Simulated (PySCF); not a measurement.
**RuH₄: core potential against all electrons**

Base calculation in PySCF with density fitting and no spin–orbit coupling, PBE0/def2-TZVP (scalar-relativistic core potentials): singlet, C4v, Ru–H 1.530 Å (×4); H–Ru–H 67.4° (×4), H–Ru–H 103.3° (×2); wavenumbers 561 (×2), 805, 896, 970, 2270, 2289 (×2), 2311 cm⁻¹; dipole moment 2.97 D, gap between the highest occupied and lowest empty levels 4.57 eV, polar-tensor charge of Ru 0.36 e.

Task: What changes on going to PBE0/x2c-TZVP (spin-free X2C)?

Result: The point group stays the same. Changes: mean bond to Ru +0.004 Å, smallest bond angle -0.2 degrees, highest wavenumber -12 cm⁻¹, lowest wavenumber -14 cm⁻¹, dipole moment -0.05 D, gap between the highest occupied and lowest empty levels +0.04 eV, polar-tensor charge of Ru -0.03 e. The new structure has Ru–H 1.534 Å (×4); H–Ru–H 67.2° (×4), H–Ru–H 103.0° (×2), with wavenumbers 547 (×2), 795, 889, 961, 2261, 2279 (×2), 2299 cm⁻¹. The core potential reproduces the all-electron structure closely.

Each species is the lowest minimum found with this bonding; other isomers or fragments can lie lower.
